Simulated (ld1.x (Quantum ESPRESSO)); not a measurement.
# Ti: variants of one ultrasoft potential

Base potential:

```json
{
  "Element": "titanium (Ti)",
  "Generator": "ld1.x (Quantum ESPRESSO) 7.5",
  "Type": "ultrasoft",
  "Functional": "BLYP",
  "Relativity": "scalar-relativistic",
  "Frozen core": "[Ne]",
  "Valence charge": "12",
  "Reference configuration": "3s2 3p6 3d2.5 4s1.5 4p0",
  "Partial waves": "3s (bound): rcut 1.35, rcutus 1.75 bohr; 4s (bound): rcut 1.35, rcutus 1.75 bohr; 3p (bound): rcut 1.50, rcutus 1.65 bohr; 4p (bound, empty): rcut 1.50, rcutus 1.65 bohr; 3d (bound): rcut 1.65, rcutus 1.80 bohr; 3d channel at 0.1 Ry: rcut 1.65, rcutus 1.80 bohr",
  "Local potential": "all-electron potential smoothed inside 1.30 bohr (lloc = -1)",
  "Core correction": "none",
  "Augmentation charge": "PSQ, inside the norm-conserving radii"
}
```

All-electron outer shells of the reference configuration (BLYP, scalar-relativistic, ld1.x):

```tsv
shell	level (eV)	outermost node (bohr)	outermost maximum (bohr)
2s	-534.70	0.09	0.27
2p	-442.26	–	0.22
3s	-60.46	0.40	0.87
3p	-36.84	0.37	0.90
4s	-3.94	1.25	2.96
3d	-2.78	–	1.00
4p	-1.16	1.40	4.04
```

Cutoffs, loose and tight: the cutoffs (Ry, on a coarse ladder) from which the occupation-weighted sum of valence levels, in a spherical-Bessel basis at the reference potential, stays within 10 and 1 mRy of its value at 400 Ry. They do not see the model core or the augmentation charge, which bear on the density cutoff. Test errors are all-electron minus pseudo excitation energies from the reference, over the configurations 3s2 3p6 3d2 4s2 4p0; 3s2 3p6 3d2 4s1 4p0; 3s2 3p6 3d2 4s0 4p0; 3s2 3p6 3d1 4s2 4p0; 3s2 3p5 3d2 4s2 4p0; 3s2 3p6 3d0 4s0 4p0; 3s2 3p6 3d3 4s0 4p0. A dash means not determined; rows that change the core or the reference have their own tests. The largest error is taken over the tests solved by every variant that gives reliable tests at all: 3s2 3p6 3d2 4s0 4p0; 3s2 3p6 3d2 4s1 4p0; 3s2 3p6 3d2 4s2 4p0.

Cutoffs are not given where the Bessel-basis levels miss the radial ones by over 6 mRy, ghosts where they miss by over 20 mRy; a channel whose overlap is not positive is not tested.

A file whose overlap is not positive is unfit for use, and its test errors describe a broken file.

| change | outcome | cutoff, loose | cutoff, tight | bound ghosts | largest test error (meV) |
| --- | --- | --- | --- | --- | --- |
| base | generated, overlap not positive | – | – | not determined (overlap not positive) | -1.6 |
| all radii scaled by about 0.76 (s 1.32, p 1.26, d 1.36 bohr, rcut 1.02/1.14/1.26); local potential all-electron potential smoothed inside 0.98 bohr (lloc = -1) | generated | 50 Ry | 90 Ry | none | +2.6 |
| all radii scaled by about 0.81 (s 1.42, p 1.34, d 1.46 bohr, rcut 1.10/1.22/1.34); local potential all-electron potential smoothed inside 1.06 bohr (lloc = -1) | generated, overlap not positive | – | – | not determined (overlap not positive) | +1.6 |
| all radii scaled by about 0.91 (s 1.60, p 1.50, d 1.64 bohr, rcut 1.24/1.36/1.50); local potential all-electron potential smoothed inside 1.18 bohr (lloc = -1) | generated | 40 Ry | 70 Ry | none | -4.9 |
| all radii scaled by about 1.05 (s 1.84, p 1.74, d 1.90 bohr, rcut 1.42/1.58/1.74); local potential all-electron potential smoothed inside 1.38 bohr (lloc = -1) | generated, overlap not positive | – | – | not determined (overlap not positive) | -11 |
| all radii scaled by about 1.09 (s 1.90, p 1.80, d 1.96 bohr, rcut 1.46/1.62/1.80); local potential all-electron potential smoothed inside 1.42 bohr (lloc = -1) | generated, overlap not positive | – | – | not determined (overlap not positive) | -49 |
| all radii scaled by about 1.17 (s 2.04, p 1.92, d 2.10 bohr, rcut 1.56/1.74/1.92); local potential all-electron potential smoothed inside 1.52 bohr (lloc = -1) | generated, overlap not positive | – | – | not determined (overlap not positive) | -16 |
| all radii scaled by about 1.27 (s 2.22, p 2.08, d 2.28 bohr, rcut 1.70/1.90/2.08); local potential all-electron potential smoothed inside 1.64 bohr (lloc = -1) | generated, overlap not positive | – | – | not determined (overlap not positive) | +27 |
| all radii scaled by about 1.32 (s 2.30, p 2.18, d 2.36 bohr, rcut 1.78/1.98/2.18); local potential all-electron potential smoothed inside 1.72 bohr (lloc = -1) | generated, overlap not positive | – | – | not determined (overlap not positive) | test run stopped at test 1 of 7 (negative rho) |
| all radii scaled by about 1.40 (s 2.44, p 2.30, d 2.52 bohr, rcut 1.88/2.10/2.30); local potential all-electron potential smoothed inside 1.82 bohr (lloc = -1) | generated, overlap not positive | – | – | not determined (overlap not positive) | test run stopped at test 1 of 7 (negative rho) |
